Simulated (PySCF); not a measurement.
Job file and geometry (Å, from GFN2-xTB) of an NMR shielding run on `CCO[C@@H]1CC[Si@@H](S)C1`, C6H14OSSi, GIAO PBE0/pcSseg-1 NMR shielding, non-relativistic, gas phase in PySCF 2.14.0, density-fitted response routines; density fitting, a coarse starting grid and PySCF grid level 2 are the driver's defaults:

```
$ OMP_NUM_THREADS=1 python probes_run.py task.json out

{"job": {"kind": "nmr", "xc": "PBE0", "basis": "pcSseg-1"}, "charge": 0, "multiplicity": 1}
C     -2.943144    -0.008956     1.233833
C     -2.100532     0.246148    -0.006064
O     -0.783971     0.533638     0.407787
C      0.100884     0.997296    -0.593730
C      0.472194    -0.112244    -1.584249
C      1.095763    -1.262951    -0.785684
Si     1.821248    -0.399016     0.753422
S      3.969612    -0.600484     0.913653
C      1.365489     1.344977     0.179036
H     -2.521122    -0.835473     1.798637
H     -2.948748     0.873903     1.866889
H     -3.962424    -0.252880     0.947841
H     -2.120392    -0.639523    -0.658126
H     -2.503533     1.097940    -0.575753
H     -0.343525     1.860318    -1.117026
H     -0.396714    -0.442257    -2.156290
H      1.195479     0.297820    -2.290409
H      1.819633    -1.805090    -1.392421
H      0.325668    -1.975360    -0.494185
H      1.240842    -0.812711     2.027069
H      3.969181    -1.918346     1.021580
H      1.134687     2.036464     0.983564
H      2.108671     1.803770    -0.469294
```

Task: What does the program print?

Result: 
```
coarse grid: 19536 points
cycle   1  E = -999.1448448029  dE =  1.014e+00  |g| = 6.727e-01  |ddm| = 4.209e+00
cycle   2  E = -999.0730745274  dE =  7.177e-02  |g| = 9.161e-01  |ddm| = 1.504e+00
cycle   3  E = -999.2439560018  dE = -1.709e-01  |g| = 1.192e-01  |ddm| = 9.781e-01
cycle   4  E = -999.2464262999  dE = -2.470e-03  |g| = 4.053e-02  |ddm| = 1.376e-01
cycle   5  E = -999.2467701017  dE = -3.438e-04  |g| = 7.070e-03  |ddm| = 4.135e-02
cycle   6  E = -999.2467798258  dE = -9.724e-06  |g| = 3.275e-03  |ddm| = 1.108e-02
cycle   7  E = -999.2467823508  dE = -2.525e-06  |g| = 5.033e-04  |ddm| = 4.194e-03
final grid: 177336 points
cycle   8  E = -999.3145417034  dE = -5.198e-05  |g| = 1.291e-02  |ddm| = 3.980e-02
cycle   9  E = -999.3145107980  dE =  3.091e-05  |g| = 1.806e-02  |ddm| = 2.384e-02
cycle  10  E = -999.3145765128  dE = -6.571e-05  |g| = 1.589e-03  |ddm| = 1.444e-02
cycle  11  E = -999.3145770272  dE = -5.144e-07  |g| = 2.849e-04  |ddm| = 1.824e-03
cycle  12  E = -999.3145770440  dE = -1.679e-08  |g| = 9.364e-05  |ddm| = 4.186e-04
cycle  13  E = -999.3145770459  dE = -1.917e-09  |g| = 3.096e-05  |ddm| = 1.256e-04
cycle  14  E = -999.3145770462  dE = -2.274e-10  |g| = 3.951e-06  |ddm| = 3.050e-05
converged SCF energy = -999.3145770462

GIAO shielding tensors (ppm)
atom      isotropic    diamagn.    paramagn.     s11        s22        s33       span
  0 C      168.822     246.706     -77.884    153.001    167.055    186.410     33.409
  1 C      120.856     245.413    -124.557     89.028    106.239    167.302     78.274
  2 O      260.643     403.056    -142.413    214.691    274.095    293.144     78.453
  3 C      103.261     248.115    -144.853     85.130     92.563    132.092     46.962
  4 C      156.156     251.799     -95.643    132.229    161.722    174.517     42.288
  5 C      174.496     254.299     -79.803    157.726    176.456    189.307     31.581
  6 Si     339.511     878.539    -539.028    292.357    359.128    367.048     74.690
  7 S      738.538    1056.115    -317.577    663.839    691.534    860.241    196.402
  8 C      162.322     254.460     -92.138    143.649    154.427    188.889     45.239
  9 H       30.431      30.639      -0.208     25.938     29.961     35.394      9.456
 10 H       30.296      29.281       1.015     26.199     28.610     36.079      9.880
 11 H       30.746      27.200       3.547     26.502     27.512     38.224     11.722
 12 H       28.111      32.806      -4.695     22.376     28.970     32.986     10.610
 13 H       28.507      31.032      -2.525     23.770     27.737     34.013     10.243
 14 H       27.598      33.160      -5.562     24.437     26.048     32.308      7.872
 15 H       29.258      33.134      -3.876     24.921     27.490     35.364     10.443
 16 H       30.417      32.947      -2.529     26.078     27.595     37.579     11.501
 17 H       31.025      31.088      -0.062     26.178     28.725     38.174     11.996
 18 H       30.830      33.302      -2.472     25.971     29.039     37.480     11.509
 19 H       26.398      29.997      -3.599     20.977     26.826     31.391     10.414
 20 H       31.687      29.422       2.265     23.374     28.348     43.340     19.965
 21 H       30.350      32.048      -1.698     26.017     28.384     36.648     10.631
 22 H       31.085      31.586      -0.501     26.674     28.275     38.306     11.632
```

Size and cost of the density-fitted run: 237 basis functions, 2.2 min wall time on 1 thread of an Arm Neoverse N1, shared host; peak memory 1.1 GiB.
